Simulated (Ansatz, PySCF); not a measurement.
W(NH)(S)(Br)(OH) (BrH₂NOSW), SMILES [OH][W](=[NH])(=[S])[Br], multiplicity 1. Atoms are numbered in the order given.

```xyz
7

W      0.0759    -0.3477     0.1144
N     -0.3416    -1.4191    -1.2005
H     -0.1229    -2.0166    -1.9965
S      2.2135    -0.2387     0.2601
Br    -0.8234     1.8517    -0.4229
O     -0.6224    -1.0684     1.7097
H     -1.1960    -1.8458     1.7588
```

Geometry optimised at r2SCAN-D4/def2-SVP. The spin state was assumed, not searched. The structure was generated by enumeration; whether it is a known compound was not checked. The def2 effective core potentials stand for the cores of W; spin–orbit coupling is left out. Other conformers were not sampled.

Two levels are set side by side: PBE-D3(BJ)/def2-SVP (Ansatz, a first-principles code) and r2SCAN-D4/def2-SVP (Ansatz). Each level has its own optimised geometry; the coordinates shown are those of the second. Frequencies come from the Hessian of PySCF at each geometry. Differences are taken from unrounded values.

| quantity | r2SCAN-D4 | PBE-D3(BJ) | PBE-D3(BJ) minus r2SCAN-D4 |
|---|---|---|---|
| mean bond length (Å) | 1.700 | 1.709 | 0.009 |
| bond W1–N2 (Å) | 1.747 | 1.756 | 0.009 |
| bond W1–S4 (Å) | 2.145 | 2.154 | 0.009 |
| bond W1–Br5 (Å) | 2.436 | 2.444 | 0.008 |
| bond W1–O6 (Å) | 1.885 | 1.897 | 0.012 |
| bond N2–H3 (Å) | 1.019 | 1.026 | 0.007 |
| bond O6–H7 (Å) | 0.967 | 0.975 | 0.008 |
| highest harmonic wavenumber (cm⁻¹) | 3849 | 3741 | -109 |
| mean harmonic wavenumber (cm⁻¹) | 870 | 850 | -21 |
| zero-point energy (kcal/mol) | 18.66 | 18.22 | -0.44 |
